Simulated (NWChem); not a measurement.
Molecule: CH$_{3}$FO$_{2}$Si; SMILES O=C[Si@@H](O)F

```xyz
8

O      0.1346    -2.0255     0.3591
C      0.7878    -1.1835    -0.2450
Si    -0.0543     0.5591    -0.4174
O     -1.5602     0.2521     0.2012
F      0.8090     1.5964     0.5113
H      1.8213    -1.4419    -0.6309
H     -0.1302     1.1636    -1.7786
H     -1.5332    -0.6287     0.6393
```
Atoms are numbered in this order, from 1.

Coordinates come from a PBE-D3(BJ)/def2-SVP optimisation.

Q: List the 4 lowest vertical singlet excitations from PBE/def2-SVP, TDA (NWChem).

A: 
```
state  energy (eV)  oscillator strength  leading excitation (squared amplitude)
-----  -----------  -------------------  --------------------------------------
S1            3.17                0.002                      HOMO → LUMO (1.00)
S2            4.73                0.006                    HOMO−1 → LUMO (0.99)
S3            5.50                0.000                    HOMO−2 → LUMO (0.98)
S4            5.87                0.002                    HOMO−3 → LUMO (0.97)
```
